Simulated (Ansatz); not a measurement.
Consider the isomerisation: `BNC[TeH]` → `CB(N)[TeH]`.

Isolated molecules relaxed with PBE0-D4/def2-TZVP in Ansatz; ΔE leaves out vibrations. CBS: MP2 limit from def2 TZ/QZ plus the TZ coupled-cluster correction, frozen cores. DFT in def2-TZVPP. Elements past krypton have def2 core potentials. For Te outer-core shells are correlated without core-valence functions, which leaves a few kJ/mol of doubt a bond. Each species was taken in one conformer, which may not be the lowest.

| level | ΔE (kcal/mol) |
| --- | --- |
| PBE0-D4 | -38.4 |
| ωB97X-V | -37.1 |
| HF/def2-TZVPP | -37.1 |
| SCS-MP2/def2-TZVPP | -36.5 |

Question: What does CCSD(T)/CBS give? (An estimate is asked.)

Answer: Ansatz gave: -37.7 kcal/mol. The listed levels differ from it by -0.7, 0.6, 0.6, 1.2 kcal/mol.

Largest T1 diagnostic among the species: 0.012.

From PBE to PBE0 (25 % exact exchange), in def2-TZVPP and without D4, ΔE moves by −1.5 kcal/mol.
